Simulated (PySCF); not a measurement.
Compound: C4H5O2P.
SMILES: `P(=C=O)CC(C)=O`

Method used: PySCF 2.14.0, density-fitted response routines, TDDFT B3LYP/def2-SVPD, vertical, gas phase, core orbitals frozen in the response. Geometry: GFN2-xTB, one conformer, isolated molecule. Torsions of this conformer, `[CH3:1][C:2](=[O:3])[CH2:4][P:5]=[C:6]=[O:7]`: C1–C2–C4–P5 -175°, C2–C4–P5–C6 -3°.

Computed states:

```csv
state,E (eV),f
S1,2.78,0.0075
S2,3.62,0.0022
S3,4.65,0.0002
S4,4.93,0.0049
S5,4.96,0.0002
S6,5.32,0.070
S7,5.67,0.019
S8,6.00,0.0076
```

Broadening: Gaussians 0.25 eV wide at half height, area fixed by f = 4.319×10⁻⁹ ∫ε dν̃. The width is an assumption, not a result. The curve ends short of the highest state used, and states not computed would add to its high-energy end.

(1) What does the envelope look like, and where are its maxima?

(2) On this curve, what absorbance would a 10⁻⁴ mol/L sample give at 248 nm over a 1 cm path?

(3) Coming from long wavelengths, where does ε first pass 100 L mol⁻¹ cm⁻¹?

(4) Does any computed singlet lie in the visible range?

## Answers

(1) 
(E (eV), ε (L mol⁻¹ cm⁻¹)): (2.41, 2), (2.54, 57), (2.67, 454), (2.80, 801), (2.93, 315), (3.06, 28), (3.19, 1), (3.32, 4), (3.45, 64), (3.58, 217), (3.71, 163), (3.84, 27), (3.97, 1), (4.10, 0), (4.23, 0), (4.36, 0), (4.49, 6), (4.62, 24), (4.75, 133), (4.88, 490), (5.01, 548), (5.14, 1966), (5.27, 6838), (5.40, 5626)

Maxima: 445 nm (2.78 eV), ε about 810, made up of S1 (100%); 343 nm (3.62 eV), ε about 230, made up of S2 (100%); 251 nm (4.95 eV), ε about 570, made up of S4 (93%) (hardly more than a shoulder); 233 nm (5.32 eV), ε about 7500, made up of S6 (100%) (ε in L mol⁻¹ cm⁻¹; maxima over ε = 5, shares over 10%).

(2) 248 nm is 4.999 eV, where ε is about 550 L mol⁻¹ cm⁻¹, so A = ε c l ≈ 0.055 (Beer–Lambert, with the gas-phase spectrum and the assumed width).

(3) At about 483 nm (2.57 eV), 0.22 eV below S1.

(4) S1 lies in the visible range (380 to 750 nm), at 445 nm, f = 0.0075; light of that wavelength is blue, and its complementary colour is yellow; a Tamm–Dancoff triplet lies at 472 nm, without intensity as long as spin–orbit coupling is left out.
